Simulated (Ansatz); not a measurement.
Two structures of CH6SZn, singlet, reached by relaxing down either side of one saddle point (PBE0-D4/def2-TZVP). Energies are electronic, without zero-point energy. Program: Ansatz 0.2.0. Basis: def2-TZVPP and def2-QZVPP. Cores are frozen in the correlated methods. The 3s and 3p shells of Cu and Zn are frozen; filled d shells are correlated. Extrapolation: Hartree–Fock as exp(−7.88 √X), correlation as X^−2.97. First:

Zn1  (0.494, -0.940, 0.610)
H2  (0.923, -1.223, 2.076)
C3  (0.156, -0.857, -1.313)
H4  (-0.120, 1.908, 2.138)
S5  (-1.057, 1.424, 1.309)
H6  (-0.918, -0.854, -1.519)
H7  (0.577, 0.056, -1.744)
H8  (0.594, -1.705, -1.844)
H9  (-0.649, 2.191, 0.286)
(Å)

Second:

```tsv
atom	x (Å)	y (Å)	z (Å)
Zn1	-0.5888	0.5401	-0.3690
H2	1.0639	-0.6859	2.5498
C3	-0.0209	-0.9115	-1.5134
H4	0.5545	-0.1385	2.5451
S5	-1.2636	2.1613	0.9203
H6	-0.8508	-1.5967	-1.6995
H7	0.3337	-0.5324	-2.4739
H8	0.7883	-1.4736	-1.0427
H9	-0.0163	2.6373	1.0832
```

Q: Which bonds change from the first to the second?

A: CH₄Zn ([CH3][ZnH]) + H₂S → CH₄SZn ([CH3][Zn][SH]) + H₂; bonds formed: Zn1–S5, H2–H4; bonds broken: Zn1–H2, H4–S5.

Q: Give the saddle point's structure and its height above each. (To be estimated.)

A: By the calculation: 19.14 kcal/mol above the first and 36.92 kcal/mol above the second (CCSD(T) at an estimated basis limit (MP2 extrapolated from triple and quadruple zeta, plus CCSD(T) − MP2 in triple zeta)).
| atom | x (Å) | y (Å) | z (Å) |
| --- | --- | --- | --- |
| Zn1 | 0.0684 | -0.2116 | 0.3448 |
| H2 | 0.5945 | -0.2704 | 1.9825 |
| C3 | 0.0813 | -1.0178 | -1.4226 |
| H4 | -0.0314 | 0.6335 | 1.9791 |
| S5 | -1.0053 | 1.8178 | 1.3648 |
| H6 | -0.8877 | -1.4831 | -1.6173 |
| H7 | 0.2456 | -0.2466 | -2.1779 |
| H8 | 0.8588 | -1.7774 | -1.5135 |
| H9 | 0.0760 | 2.5558 | 1.0600 |

T1 diagnostic: at most 0.014.

Exchanges of this kind with a chalcogen hydride build sulfide and selenide films.

Labels in which every atom is bracketed show which atoms are joined, not bond orders.

For scale, one of the runs: CCSD(T)/def2-TZVPP, 221 basis functions, launched by `ansatz run in.yaml --threads 4 --pin off --events-out ev --progress --plain --max-ram 9574MiB`. The run took 80 s on 4 CPU threads of an Intel Xeon (shared host), with 3.2 GiB of host memory at its peak.
